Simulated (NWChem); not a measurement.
System: SiNH$_{4}$OCl; SMILES N[SiH](O)Cl

```xyz
8

Si    -0.0771    -0.5332    -0.4050
N      1.2501    -1.3414     0.2814
O     -1.4318    -1.0303     0.4008
Cl    -0.0555     1.5508    -0.2187
H     -0.0776    -0.8004    -1.8628
H      2.1148    -1.4568    -0.2324
H      1.3858    -1.3853     1.2846
H     -2.1190    -0.3650     0.5037
```
Atoms are numbered in this order, from 1.

Results from NWChem. Geometry optimised at PBE0/def2-SVP; all other runs use it. 

```tsv
quantity	level	value
solvation free energy (kcal/mol) in water	PBE0/def2-SVP, SMD	…
anisotropy (bohr³), static	PBE0/def2-SVPD	10.6
vertical, lowest state with f > 0.02, singlet (eV)	PBE0/def2-SVPD, TDA	…
vertical ionisation energy, ΔSCF (eV)	PBE0/def2-SVP	10.16
dipole (D)	PBE0/def2-SVP	…
highest harmonic frequency (cm⁻¹)	PBE0/def2-SVP	3933
```

Complete the blanks.


- solvation free energy (kcal/mol) in water, value: -5.9
- vertical, lowest state with f > 0.02, singlet (eV), value: 7.08
- dipole (D), value: 1.04
